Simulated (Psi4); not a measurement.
Input file for Psi4: SAPT0/jun-cc-pV(D+d)Z on C3H5F (a complex), monomers drawn apart or pushed together.

```
memory 2025 MB

molecule dimer {
0 1
C    -0.13296582   -0.10574667    0.11218648
C     0.35732020    0.38157968   -0.86583565
H    -0.55975168   -0.53367843    0.98988141
H     0.78737977    0.81099856   -1.73748790
--
0 1
C     0.63250050   -0.02879038    3.41968055
F    -0.47407272   -0.75329321    2.97164365
H     1.11552861    0.43367338    2.55887900
H     0.28576035    0.73379517    4.11679407
H     1.31669899   -0.71668730    3.91606638
units angstrom
symmetry c1
no_reorient
no_com
}

set {
  basis jun-cc-pV(D+d)Z
  scf_type df
  freeze_core true
}

energy('sapt0')
```

It printed:

```
[...]
==> Input File <==

--------------------------------------------------------------------------
memory 2025 MB

molecule dimer {
0 1
C    -0.13296582   -0.10574667    0.11218648
C     0.35732020    0.38157968   -0.86583565
H    -0.55975168   -0.53367843    0.98988141
H     0.78737977    0.81099856   -1.73748790
--
0 1
C     0.63250050   -0.02879038    3.41968055
F    -0.47407272   -0.75329321    2.97164365
H     1.11552861    0.43367338    2.55887900
H     0.28576035    0.73379517    4.11679407
H     1.31669899   -0.71668730    3.91606638
units angstrom
symmetry c1
no_reorient
no_com
}

set {
  basis jun-cc-pV(D+d)Z
  scf_type df
  freeze_core true
}

energy('sapt0')
--------------------------------------------------------------------------


   => Loading Basis Set <=

    Name: JUN-CC-PV(D+D)Z
    Role: ORBITAL
    Keyword: BASIS
    atoms 1-2, 5   entry C          line   188 file jun-cc-pv_dpd_z.gbs
    atoms 3-4, 7-9 entry H          line    60 file jun-cc-pv_dpd_z.gbs
    atoms 6        entry F          line   290 file jun-cc-pv_dpd_z.gbs

   => Loading Basis Set <=

    Name: JUN-CC-PV(D+D)Z
    Role: ORBITAL
    Keyword: BASIS
    atoms 1-2, 5   entry C          line   188 file jun-cc-pv_dpd_z.gbs
    atoms 3-4, 7-9 entry H          line    60 file jun-cc-pv_dpd_z.gbs
    atoms 6        entry F          line   290 file jun-cc-pv_dpd_z.gbs


  //>>>>>>>>>>>>>>>>>>>>>>>>>>>>>>>>>>>//
  //              Dimer HF             //
  //<<<<<<<<<<<<<<<<<<<<<<<<<<<<<<<<<<<//

   => Libint2 <=

    Primary   basis highest AM E, G, H:  7, 6, 3
    Auxiliary basis highest AM E, G, H:  7, 7, 4
    Onebody   basis highest AM E, G, H:  -, -, -
    Solid Harmonics ordering:            Gaussian


   => Loading Basis Set <=

    Name: JUN-CC-PV(D+D)Z
    Role: ORBITAL
    Keyword: BASIS
    atoms 1-2, 5   entry C          line   188 file jun-cc-pv_dpd_z.gbs
    atoms 3-4, 7-9 entry H          line    60 file jun-cc-pv_dpd_z.gbs
    atoms 6        entry F          line   290 file jun-cc-pv_dpd_z.gbs


         ---------------------------------------------------------
                                   SCF
               by Justin Turney, Rob Parrish, Andy Simmonett
                          and Daniel G. A. Smith
                              RHF Reference
                        1 Threads,   1931 MiB Core
         ---------------------------------------------------------

  ==> Geometry <==

    Molecular point group: c1
    Full point group: C1

    Geometry (in Angstrom), charge = 0, multiplicity = 1:

       Center              X                  Y                   Z               Mass
    ------------   -----------------  -----------------  -----------------  -----------------
         C           -0.132965820000    -0.105746670000     0.112186480000    12.000000000000
         C            0.357320200000     0.381579680000    -0.865835650000    12.000000000000
         H           -0.559751680000    -0.533678430000     0.989881410000     1.007825032230
         H            0.787379770000     0.810998560000    -1.737487900000     1.007825032230
         C            0.632500500000    -0.028790380000     3.419680550000    12.000000000000
         F           -0.474072720000    -0.753293210000     2.971643650000    18.998403162730
         H            1.115528610000     0.433673380000     2.558879000000     1.007825032230
         H            0.285760350000     0.733795170000     4.116794070000     1.007825032230
         H            1.316698990000    -0.716687300000     3.916066380000     1.007825032230

  Running in c1 symmetry.

  Rotational constants: A =      0.73152  B =      0.04572  C =      0.04339 [cm^-1]
  Rotational constants: A =  21930.28664  B =   1370.72703  C =   1300.82722 [MHz]
  Nuclear repulsion =   99.431830647470889

  Charge       = 0
  Multiplicity = 1
  Electrons    = 32
  Nalpha       = 16
  Nbeta        = 16

  ==> Algorithm <==

  SCF Algorithm Type is DF.
  DIIS enabled.
  MOM disabled.
  Fractional occupation disabled.
  Guess Type is SAD.
  Energy threshold   = 1.00e-08
  Density threshold  = 1.00e-08
  Integral threshold = 1.00e-12

  ==> Primary Basis <==

  Basis Set: JUN-CC-PV(D+D)Z
    Blend: JUN-CC-PV(D+D)Z
    Number of shells: 47
    Number of basis functions: 97
    Number of Cartesian functions: 101
    Spherical Harmonics?: true
    Max angular momentum: 2

   => Loading Basis Set <=

    Name: (JUN-CC-PV(D+D)Z AUX)
    Role: JKFIT
    Keyword: DF_BASIS_SCF
    atoms 1-2, 5   entry C          line   146 file jun-cc-pvdz-jkfit.gbs
    atoms 3-4, 7-9 entry H          line    70 file jun-cc-pvdz-jkfit.gbs
    atoms 6        entry F          line   314 file jun-cc-pvdz-jkfit.gbs

  ==> Integral Setup <==

  DFHelper Memory: AOs need 0.032 GiB; user supplied 1.414 GiB.
  SCF_SUBTYPE=INCORE selected. In-core MEM_DF algorithm will be used.
  Using in-core AOs.

  ==> MemDFJK: Density-Fitted J/K Matrices <==

    J tasked:                   Yes
    K tasked:                
[...]
  DOCC [     9 ]
    NA   [     9 ]
    NB   [     9 ]

  @DF-RHF Final Energy:  -139.05314807361555

   => Energetics <=

    Nuclear Repulsion Energy =             37.1431640645786558
    One-Electron Energy =                -265.8436550112159580
    Two-Electron Energy =                  89.6473428730217563
    Total Energy =                       -139.0531480736155459

Computation Completed


Properties will be evaluated at   0.000000,   0.000000,   0.000000 [a0]

Properties computed using the SCF density matrix


 Multipole Moments:

 ------------------------------------------------------------------------------------
     Multipole            Electronic (a.u.)      Nuclear  (a.u.)        Total (a.u.)
 ------------------------------------------------------------------------------------

 L = 1.  Multiply by 2.5417464519 to convert [e a0] to [Debye]
 Dipole X            :         -3.5309280            4.2449607            0.7140327
 Dipole Y            :         12.7538927          -12.2862432            0.4676495
 Dipole Z            :       -109.0413735          109.3293786            0.2880051
 Magnitude           :                                                    0.9008250

 ------------------------------------------------------------------------------------

  Constructing Basis Sets for SAPT...

   => Loading Basis Set <=

    Name: (JUN-CC-PV(D+D)Z AUX)
    Role: RIFIT
    Keyword: DF_BASIS_SAPT
    atoms 1-2, 5   entry C          line   100 file jun-cc-pvdz-ri.gbs
    atoms 3-4, 7-9 entry H          line    30 file jun-cc-pvdz-ri.gbs
    atoms 6        entry F          line   232 file jun-cc-pvdz-ri.gbs

   => Loading Basis Set <=

    Name: (JUN-CC-PV(D+D)Z AUX)
    Role: JKFIT
    Keyword: DF_BASIS_ELST
    atoms 1-2, 5   entry C          line   146 file jun-cc-pvdz-jkfit.gbs
    atoms 3-4, 7-9 entry H          line    70 file jun-cc-pvdz-jkfit.gbs
    atoms 6        entry F          line   314 file jun-cc-pvdz-jkfit.gbs


  //>>>>>>>>>>>>>>>>>>>>>>>>>>>>>>>>>>>//
  //               SAPT0               //
  //<<<<<<<<<<<<<<<<<<<<<<<<<<<<<<<<<<<//



        SAPT0
    Ed Hohenstein
     6 June 2009

      Orbital Information
  --------------------------
    NSO        =        97
    NMO        =        97
    NRI        =       330
    NRI (Elst) =       431
    NOCC A     =         7
    NOCC B     =         9
    FOCC A     =         2
    FOCC B     =         2
    NVIR A     =        90
    NVIR B     =        88

    Elst10,r            =    -0.008599721976 [Eh]
    Exch10              =     0.010450682515 [Eh]
    Exch10 (S^2)        =     0.010389547919 [Eh]

    Maxiter = 50
    CPHF R converge = 1.000000E-08

    Iter     Energy [mEh]          dE [mEh]         Residual      Time [s]
       1      -1.85820932       1.858209318     6.451688e-03             0
       2      -2.09891108       0.240701762     2.851666e-03             0
       3      -2.19577236       0.096861276     5.439906e-04             0
       4      -2.18372284      -0.012049513     2.217438e-04             0
       5      -2.18439659       0.000673747     1.087606e-04             0
       6      -2.18571085       0.001314263     3.801104e-05             0
       7      -2.18539920      -0.000311650     8.071921e-06             0
       8      -2.18533984      -0.000059366     1.410632e-06             0
       9      -2.18535692       0.000017081     2.631634e-07             0
      10      -2.18535468      -0.000002242     4.530794e-08             0
      11      -2.18535494       0.000000259     7.892792e-09             0

    CHF Iterations converged

    Maxiter = 50
    CPHF R converge = 1.000000E-08

    Iter     Energy [mEh]          dE [mEh]         Residual      Time [s]
       1      -0.87101344       0.871013436     5.889011e-03             0
       2      -1.12817709       0.257163654     1.902204e-03             0
       3      -1.13814023       0.009963141     6.352769e-04             0
       4      -1.13147689      -0.006663341     1.311621e-04             0
       5      -1.13132792      -0.000148969     3.284983e-05             0
       6      -1.13154772       0.000219800     8.466827e-06             0
       7      -1.13156170       0.000013982     2.198252e-06             0
       8      -1.13154692      -0.000014780     2.959236e-07             0
       9      -1.13154836       0.000001442     5.179540e-08             0
      10      -1.13154829      -0.000000076     1.187477e-08             0
      11      -1.13154828      -0.000000009     3.062153e-09             0

    CHF Iterations converged

    Ind20,r (A<-B)      =    -0.002185354938 [Eh]
    Ind20,r (B<-A)      =    -0.001131548279 [Eh]
    Ind20,r             =    -0.003316903216 [Eh]
    Exch-Ind20,r (A<-B) =     0.001848359229 [Eh]
    Exch-Ind20,r (B<-A) =     0.000501712662 [Eh]
    Exch-Ind20,r        =     0.002350071891 [Eh]
    Disp20              =    -0.003254299225 [Eh]
    Disp20 (SS)         =    -0.001627149612 [Eh]
    Disp20 (OS)         =    -0.001627149612 [Eh]
    Exch-Disp20         =     0.000507283278 [Eh]
    Exch-Disp20 (SS)    =     0.000268770700 [Eh]
    Exch-Disp20 (OS)    =     0.000238512578 [Eh]

    SAPT Results
  --------------------------------------------------------------------------------------------------------
    Electrostatics                 -8.59972198 [mEh]      -5.39640701 [kcal/mol]     -22.57856694 [kJ/mol]
      Elst10,r                     -8.59972198 [mEh]      -5.39640701 [kcal/mol]     -22.57856694 [kJ/mol]

    Exchange                       10.45068252 [mEh]       6.55790229 [kcal/mol]      27.43826316 [kJ/mol]
      Exch10                       10.45068252 [mEh]       6.55790229 [kcal/mol]      27.43826316 [kJ/mol]
      Exch10(S^2)                  10.38954792 [mEh]       6.51953975 [kcal/mol]      27.27775430 [kJ/mol]

    Induction                      -1.99260519 [mEh]      -1.25037863 [kcal/mol]      -5.23158419 [kJ/mol]
      Ind20,r                      -3.31690322 [mEh]      -2.08138819 [kcal/mol]      -8.70852819 [kJ/mol]
      Exch-Ind20,r                  2.35007189 [mEh]       1.47469238 [kcal/mol]       6.17011290 [kJ/mol]
      delta HF,r (2)               -1.02577386 [mEh]      -0.64368282 [kcal/mol]      -2.69316890 [kJ/mol]

    Dispersion                     -2.74701595 [mEh]      -1.72377853 [kcal/mol]      -7.21228937 [kJ/mol]
      Disp20                       -3.25429922 [mEh]      -2.04210359 [kcal/mol]      -8.54416144 [kJ/mol]
      Exch-Disp20                   0.50728328 [mEh]       0.31832506 [kcal/mol]       1.33187206 [kJ/mol]
      Disp20 (SS)                  -1.62714961 [mEh]      -1.02105180 [kcal/mol]      -4.27208072 [kJ/mol]
      Disp20 (OS)                  -1.62714961 [mEh]      -1.02105180 [kcal/mol]      -4.27208072 [kJ/mol]
      Exch-Disp20 (SS)              0.26877070 [mEh]       0.16865616 [kcal/mol]       0.70565738 [kJ/mol]
      Exch-Disp20 (OS)              0.23851258 [mEh]       0.14966890 [kcal/mol]       0.62621469 [kJ/mol]

  Total HF                         -0.14164465 [mEh]      -0.08888336 [kcal/mol]      -0.37188797 [kJ/mol]
  Total SAPT0                      -2.88866059 [mEh]      -1.81266189 [kcal/mol]      -7.58417734 [kJ/mol]

  Special recipe for scaled SAPT0 (see Manual):
    Electrostatics sSAPT0          -8.59972198 [mEh]      -5.39640701 [kcal/mol]     -22.57856694 [kJ/mol]
    Exchange sSAPT0                10.45068252 [mEh]       6.55790229 [kcal/mol]      27.43826316 [kJ/mol]
    Induction sSAPT0               -1.95087544 [mEh]      -1.22419282 [kcal/mol]      -5.12202275 [kJ/mol]
    Dispersion sSAPT0              -2.73800822 [mEh]      -1.71812610 [kcal/mol]      -7.18863959 [kJ/mol]
  Total sSAPT0                     -2.83792312 [mEh]      -1.78082364 [kcal/mol]      -7.45096612 [kJ/mol]
  --------------------------------------------------------------------------------------------------------



*** Psi4 exiting successfully. Buy a developer a beer!
```

The run finished.

Cost: around 3 core-seconds (rough).
